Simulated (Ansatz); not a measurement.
B8P8⁺, relaxed as a doublet with UKS r2SCAN-D4/def2-SVP in Ansatz, starting from the r2SCAN-D4/def2-SVP geometry of the neutral singlet. Force threshold 0.03 eV/Å.

Start:

```xyz
16

B     1.0872   -0.4281   -2.0691
P     2.7156   -0.8931   -1.0627
B     1.1713   -1.9312   -0.7384
P     0.0176   -1.9620   -2.3348
B    -0.9745   -0.4901   -1.5382
P    -0.0834    1.0975   -2.0588
B     0.1245    1.8583   -0.2953
P     1.4777    1.5159    0.9842
B     1.7717   -0.3427    0.5472
P     0.8145   -1.8612    1.1500
B    -0.9218   -1.0255    1.2864
P    -2.2088   -0.7522   -0.0754
P    -1.3666    2.6404    0.6795
B    -0.2748    1.5559    1.7748
P    -1.3666    0.2147    2.7180
B    -1.9836    0.8033    1.0327
```

| step | energy (eV) | largest force component (eV/Å) | SCF passes |
| --- | --- | --- | --- |
| 1 | -79679.4044 | 0.696 | 33 |
| 2 | -79679.5417 | 0.300 | 28 |
| 3 | -79679.5834 | 0.131 | 24 |
| 4 | -79679.5939 | 0.029 | 24 |

Force components are those of the run's own axes.

End:

```xyz
16

B     1.064   -0.443   -2.051
P     2.744   -0.890   -1.085
B     1.178   -1.899   -0.735
P     0.018   -1.996   -2.349
B    -0.914   -0.537   -1.532
P    -0.045    1.102   -2.039
B     0.063    1.845   -0.252
P     1.467    1.484    1.011
B     1.767   -0.355    0.471
P     0.782   -1.871    1.124
B    -0.916   -0.953    1.313
P    -2.204   -0.714   -0.095
P    -1.396    2.663    0.680
B    -0.286    1.553    1.744
P    -1.367    0.223    2.754
B    -1.956    0.789    1.043
```

By distances, no bond broke or formed. The bond that changes most is B3–B9, from 2.13 to 2.05 Å (atoms count from 1).

No frequencies were taken in this run, so the end may be a saddle point.

Run time 1.8 min (4 threads of Arm Neoverse V1 on a shared host), peak host memory 0.78 GiB.
